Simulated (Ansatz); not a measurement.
Reaction (ligand exchange at the Al–O bond): `F[SiH](F)C[O][AlH2]` + `[OH][GaH2]` → `[AlH2][O][GaH2]` + `OC[SiH](F)F`

Gas-phase electronic energies from Ansatz, PBE0-D4/def2-TZVP geometries. CBS: MP2 limit from def2 TZ/QZ plus the TZ coupled-cluster correction, frozen cores. DFT in def2-TZVPP. For Ga outer-core shells are correlated without core-valence functions, which leaves a few kJ/mol of doubt a bond. Scalar relativity is left out up to krypton. Each species was taken in one conformer, which may not be the lowest.

```csv
level,ΔE (eV)
PBE0-D4,-0.11
HF/CBS(def2),-0.19
```

(1) What does CCSD(T)/CBS give? (Best estimate.)

Largest T1 diagnostic among the species: 0.015.

Results:

(1) Ansatz gave: -0.12 eV. The listed levels differ from it by 0.01, -0.07 eV.

From PBE to PBE0 (25 % exact exchange), in def2-TZVPP and without D4, ΔE moves by −0.03 eV. In def2-TZVPP, CCSD(T) changes the Hartree–Fock value by +0.07 eV (the triples alone add +0.01 eV) and MP2 by +0.07 eV.
